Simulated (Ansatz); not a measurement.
Cl₂MoO₂, charge -1, doublet, geometry from GFN2-xTB (such geometries of metal compounds can be far from the true shape) (the multiplicity is a formal guess) (core potentials on Mo) (a gas-phase anion, which may not be bound at this level); Ansatz (a first-principles code) with B3LYP/def2-SV(P).

Input for Ansatz:
Ansatz 0.2 input:
```yaml
crystal:
  periodic: [false, false, false]
  atoms:
    - {symbol: Mo, position_ang: [0.48465740, -0.09009807, 0.15996992]}
    - {symbol: O, position_ang: [1.58129813, -0.62530869, -0.94327488]}
    - {symbol: O, position_ang: [0.84317706, 0.17459744, 1.74351668]}
    - {symbol: Cl, position_ang: [-0.78512742, 1.69131697, -0.71922732]}
    - {symbol: Cl, position_ang: [-1.55319094, -1.25662233, -0.05257686]}
basis:
  gaussian:
    orbitals: def2-SV_P_.json
hamiltonian:
  xc: b3lyp
total_charge: -1
magnetization: {spin_polarized: true, initial_magnetization: 1}
```
The basis file holds def2-SV(P) in the JSON format of the Basis Set Exchange.

The log (banner, timings and long lists left out):

```
Functional definition: B3LYP
893 factors; integrals over basis functions are off by at most 3.4e-4 eV
mean field evaluation 1: about -30982.9941 eV, gradient 4.7e1 eV
mean field evaluation 2: about -30857.5484 eV, gradient 1.8e2 eV
mean field evaluation 4: about -30991.2660 eV, gradient 3.4e0 eV
mean field evaluation 8: about -30991.4421 eV, gradient 2.0e-1 eV
mean field evaluation 16: about -30991.4425 eV, gradient 7.9e-4 eV
mean field -30991.44253327 eV, -1138.9145063435 hartree, gradient 3.8e-5 eV, S^2 0.753188; 0 other end points of the search recorded, 0 dependent functions left out
reference -30991.44281535 eV, -1138.9145167097 hartree; 33, 32 occupied and 55, 56 virtual orbitals, 893 factors
Total energy: -30991.44281535 eV, -1138.9145167097 hartree
```
